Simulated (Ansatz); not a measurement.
`C=N[SiH](C)Cl` + stibine → `C[SiH](Cl)[SbH2]` + `C=N`  (formal exchange of groups at the Si–N bond)

Calculated with Ansatz (gas phase, PBE0-D4/def2-TZVP geometries, no zero-point term in ΔE). CCSD(T)/CBS adds triple-zeta CCSD(T) − MP2 to the extrapolated MP2 energy (def2 sets, frozen cores). This one scheme is used for every species. DFT in def2-TZVPP. def2 core potentials past Kr. For Sb outer-core shells are correlated without core-valence functions, which leaves a few kJ/mol of doubt a bond. Each species was taken in one conformer, which may not be the lowest.

| level | ΔE (kJ/mol) |
| --- | --- |
| B2PLYP | 27.0 |
| PBE0 | 16.8 |
| CCSD/def2-TZVPP | 25.9 |
| CCSD(T)/def2-TZVPP | 24.4 |
| HF/def2-QZVPP | 38.7 |
| HF/CBS(def2) | 38.8 |
| MP2/CBS(def2) | 15.8 |
| CCSD/CBS(def2) | 19.1 |

(1) What does CCSD(T)/CBS give? (Estimate.)

Largest T1 diagnostic among the species: 0.014.

Results:

(1) Ansatz gave: +17.6 kJ/mol. The listed levels differ from it by 9.4, -0.8, 8.3, 6.8, 21.1, 21.2, -1.8, 1.5 kJ/mol.

In def2-TZVPP, CCSD(T) changes the Hartree–Fock value by −13.7 kJ/mol (the triples alone add −1.6 kJ/mol) and MP2 by −15.4 kJ/mol.
